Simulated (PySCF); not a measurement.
**Correlation energy of Tb⁴²⁺ (terbium, charge +42)**

[Ar] 3d5, high-spin 6S determinant. All numbers are calculated (PySCF 2.14, scalar relativity by spin-free X2C-1e, in an uncontracted even-tempered set (18 s from 8 bohr⁻², ratio 2.5; 13 p from 10 bohr⁻², ratio 2.5; 8 d from 10 bohr⁻², ratio 2.5; 4 f from 41 bohr⁻², ratio 2.7; 3 g from 61 bohr⁻², ratio 2.7)). Frozen: [Ne]; 13 electrons correlated; the 33 highest virtual orbitals of each spin left out.

MP2 pair energies summed by pair of shells (mhartree):

```
 pair   energy  share (%)
3p-3d  -222.88       44.4
3p-3p  -120.75       24.1
3d-3d   -72.50       14.4
3s-3p   -45.65        9.1
3s-3d   -34.51        6.9
3s-3s    -5.66        1.1
```

Total MP2 correlation energy: -501.95 mhartree.

At this charge the one-electron X2C treatment keeps the bare 1/r₁₂, with no two-electron picture change or Breit term. The effect here is smaller than on the frozen 1s shell; and a scalar Hamiltonian misses the large spin-orbit splitting of the p shells, which matters for ns² → np² pairs.

Spin-orbit coupling is strong in this species, so the high-spin LS determinant is a model state.
